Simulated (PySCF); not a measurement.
A run for PySCF: U-HF/LANL2DZ on F2Ge (SMILES [F][Ge][F]), a point of a bond scan (R = 2.637 Å).

```python
from pyscf import gto, scf, dft, mp
from pyscf.data.elements import chemcore

mol = gto.M(
    atom='''
    Ge    0.03526473   -0.02085730    0.41569386
    F     0.88157646    1.78083998   -1.31458544
    F    -0.72485825   -1.10611494   -0.74019696
    ''',
    basis='lanl2dz',
    ecp={'Ge': 'lanl2dz'},
    charge=0, spin=0, verbose=3, max_memory=1800)
mf = scf.UHF(mol)
mf.conv_tol = 1e-8
mf.max_cycle = 100
mf.init_guess_breaksym = True
mf.kernel()
if not mf.converged:
    mf = mf.newton().run(mf.mo_coeff, mf.mo_occ)
for _ in range(4):
    mo, _, stable, _ = mf.stability(return_status=True)
    if stable:
        break
    mf.kernel(mf.make_rdm1(mo, mf.mo_occ))
```

Output:

```
converged SCF energy = -202.497219432781  <S^2> = 3.5070113e-05  2S+1 = 1.0000701
<class 'pyscf.scf.uhf.UHF'> wavefunction has an internal instability
converged SCF energy = -202.502538791574  <S^2> = 0.59143807  2S+1 = 1.8345987
<class 'pyscf.scf.uhf.UHF'> wavefunction is stable in the internal stability analysis
```

Self-consistency was reached. Its determinant has ⟨S²⟩ = 0.59, a mixture of spin states.

Cost: around 0.4 core-seconds (rough).
